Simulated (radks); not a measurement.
Question: These are the eigenvalues of the occupied orbitals of an atom or ion with whole-number occupations (eV). All-electron calculation, scalar-relativistic Kohn-Sham, PBE, spin-polarised, spherical densities, finite nucleus; Fermi nuclear charge, rms radius of each element as measured or else 0.836 A^(1/3) + 0.57 fm. Program: a radial shooting solver on a logarithmic mesh with Libxc functionals.

| orbital | eigenvalue |
|---|---|
| 1s up | -71650.50 |
| 1s down | -71650.49 |
| 2s up | -12436.38 |
| 2s down | -12436.06 |
| 2p up | -10857.54 |
| 2p down | -10857.29 |
| 3s up | -2892.687 |
| 3s down | -2891.940 |
| 3p up | -2426.935 |
| 3p down | -2426.167 |
| 3d up | -1898.050 |
| 3d down | -1897.345 |
| 4s up | -615.9989 |
| 4s down | -614.5498 |
| 4p up | -462.7686 |
| 4p down | -461.3770 |
| 4d up | -270.3757 |
| 4d down | -268.9682 |
| 5s up | -94.4250 |
| 5s down | -91.5988 |
| 4f up | -56.6146 |
| 5p up | -55.2009 |
| 4f down | -55.0087 |
| 5p down | -51.8675 |
| 5d up | -10.9550 |
| 6s up | -8.6508 |
| 6s down | -6.4645 |
| 6p up | -2.7918 |

Which element is it, and in what charge state? The configuration may be excited. Open shells, if any, are filled with parallel spins first.

Answer: Z = 75, rhenium, charge 0: Re in [Xe] 4f13 5d5 6s2 6p1. The list shows which subshells hold electrons but not how many an open one holds; the 1s level, -2633.1 hartree, gives Z - s = 72.6 by -(Z - s)^2/2, which with screening and relativity narrows Z to a few neighbours, and the depths of the outer levels then fix element, charge and occupations together.
